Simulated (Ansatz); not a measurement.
`[AlH2][CH2][AlH2]` + `N[SiH2][GeH3]` → `[AlH2][NH][SiH2][GeH3]` + `[CH3][AlH2]`  (ligand exchange at the Al–C bond)

Program: Ansatz. Geometries: PBE0-D4/def2-TZVP. ΔE: electronic, gas phase. CCSD(T)/CBS is the MP2 limit (def2-TZVPP, def2-QZVPP) plus CCSD(T) − MP2 in def2-TZVPP, frozen cores. This one scheme is used for every species. Functionals use def2-TZVPP. B3LYP here is the variant with VWN-RPA as its local correlation; programs differ in this. For Ge outer-core shells are correlated without core-valence functions, which leaves a few kJ/mol of doubt a bond. Scalar relativity is left out up to krypton. Each species was taken in one conformer, which may not be the lowest.

(1) Is it downhill or uphill in electronic energy at CCSD(T)/CBS, and by how much? (An estimate is asked.)

(2) What do these levels give: LDA (SPW92), BLYP-D4, PBE0-D4, B3LYP-D4, revPBE, BLYP, PBE0, r2SCAN0, LC-ωPBE, CCSD(T)/def2-SVP, SCS-MP2/def2-TZVPP, HF/def2-QZVPP? (An estimate is asked.)

Largest T1 diagnostic among the species: 0.012.

## Answers

(1) The calculation gave: Downhill: ΔE = -0.88 eV.

(2) The calculation gave: LDA (SPW92) -0.80, BLYP-D4 -0.92, PBE0-D4 -0.82, B3LYP-D4 -0.91, revPBE -0.80, BLYP -0.89, PBE0 -0.81, r2SCAN0 -0.85, LC-ωPBE -0.82, CCSD(T)/def2-SVP -0.95, SCS-MP2/def2-TZVPP -0.92, HF/def2-QZVPP -0.93 eV.

At CCSD(T), def2-SVP lies −0.07 eV from the extrapolated value and def2-TZVPP −0.02 eV. Leaving LDA and LC-ωPBE aside and taking each functional with its dispersion term where it has one, the values, not all of them listed here, spread over 0.11 eV, from BHLYP-D4 to PBE-D4.
